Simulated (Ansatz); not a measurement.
Mulliken charges of `[OH][Sn]([OH])[Cl]` radical from PBE/def2-TZVPP in Ansatz (PBE0-D4/def2-TZVP geometry).

| atom | x (Å) | y (Å) | z (Å) | charge (e) |
| --- | --- | --- | --- | --- |
| O1 | -0.447 | 1.401 | -0.158 | -0.472 |
| Sn2 | 0.372 | -0.318 | -0.660 | 0.891 |
| O3 | 1.257 | -0.848 | 1.008 | -0.463 |
| Cl4 | -1.328 | -1.877 | -1.107 | -0.333 |
| H5 | -1.183 | 1.666 | -0.718 | 0.189 |
| H6 | 1.372 | -0.088 | 1.589 | 0.188 |

Task: By hand: the dipole of these point charges (1 e Å = 4.8032 D).

Result: Σ q r = (0.437, 0.371, -0.449) e Å, of length 0.728 e Å = 3.50 D.

Task: How does the dipole of the full density compare? (An estimate is asked.)

Result: Ansatz gave: (0.132, 0.408, -0.210) e Å, 2.29 D; the point charges give 1.53 times that, at 29° from its direction.

Point charges leave out the atoms' own dipoles, such as those of lone pairs, and Mulliken's split depends on the basis, so the two needn't agree.
